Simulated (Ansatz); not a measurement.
Sn₁₄H₁₈Cl₂, a nanocrystal cut from the lattice of tin (2 of the caps Cl) was relaxed with r2SCAN-D4 (def2-SVP) in Ansatz in these states: charge -1 doublet, neutral singlet. The geometries follow in no particular order.

In the def2 sets Sn takes a core potential; there is no spin–orbit coupling. Single mean-field runs in def2-SVP are fitted with def2-universal-jkfit.

A:

```xyz
34

Sn   -3.703    1.850   -0.890
Sn    4.070    0.683   -0.249
Sn    0.270    0.328   -2.647
Sn    0.209    2.204    1.521
Sn   -3.032   -0.790    2.850
Sn    0.933   -2.287    1.044
Sn   -2.968   -2.695   -1.371
Sn    2.970    2.691    1.371
Sn   -0.934    2.291   -1.042
Sn   -4.071   -0.687    0.247
Sn    3.032    0.790   -2.852
Sn    3.702   -1.854    0.890
Sn   -0.208   -2.198   -1.520
Sn   -0.271   -0.322    2.648
Cl    6.435    1.080   -0.390
Cl   -6.436   -1.082    0.388
H    -4.409    1.908   -2.457
H    -4.453    3.051    0.084
H    -0.442    0.380   -4.220
H    -0.539    3.408    2.508
H    -3.778    0.407    3.834
H    -3.334   -2.330    3.552
H     0.626   -3.838    1.738
H    -3.675   -2.654   -2.937
H    -3.264   -4.243   -0.685
H     3.274    4.239    0.688
H     3.677    2.644    2.937
H    -0.634    3.843   -1.737
H     3.338    2.330   -3.553
H     3.773   -0.408   -3.837
H     4.449   -3.058   -0.084
H     4.411   -1.909    2.455
H     0.543   -3.399   -2.507
H     0.439   -0.375    4.222
```

B:

```csv
atom,x (Å),y (Å),z (Å)
Sn1,-3.575,-0.089,2.279
Sn2,4.095,-0.871,0.144
Sn3,0.710,1.552,1.934
Sn4,-0.076,-2.628,0.433
Sn5,-3.511,-1.019,-2.088
Sn6,0.726,0.637,-2.481
Sn7,-2.784,3.119,-0.599
Sn8,2.667,-3.237,0.629
Sn9,-0.826,-0.754,2.391
Sn10,-4.575,0.964,-0.164
Sn11,3.469,1.031,2.107
Sn12,3.499,0.155,-2.398
Sn13,-0.010,2.574,-0.581
Sn14,-0.743,-1.742,-2.154
Cl15,6.467,-1.351,0.266
Cl16,-6.552,2.314,0.642
H17,-3.813,0.949,3.645
H18,-4.375,-1.562,2.725
H19,0.367,2.725,3.163
H20,-0.893,-4.119,0.776
H21,-4.356,-2.539,-1.960
H22,-3.877,-0.543,-3.725
H23,0.429,1.295,-4.058
H24,-2.965,4.406,0.544
H25,-3.053,3.874,-2.137
H26,3.128,-3.874,2.167
H27,3.133,-4.426,-0.534
H28,-0.368,-1.406,3.939
H29,3.920,0.434,3.663
H30,4.408,2.459,1.856
H31,4.452,1.569,-2.679
H32,3.983,-0.988,-3.600
H33,0.952,3.992,-0.879
H34,-0.055,-2.903,-3.268
```

Problem. Judge from the bond lengths which geometry belongs to which state (an estimate).

Solution. A is the neutral singlet (Sn5–Sn10 2.805 Å, Sn10–Cl16 2.402 Å, Sn5–Sn14 2.808 Å); B is the charge -1 doublet (Sn5–Sn10 2.961 Å, Sn10–Cl16 2.526 Å, Sn5–Sn14 2.862 Å).
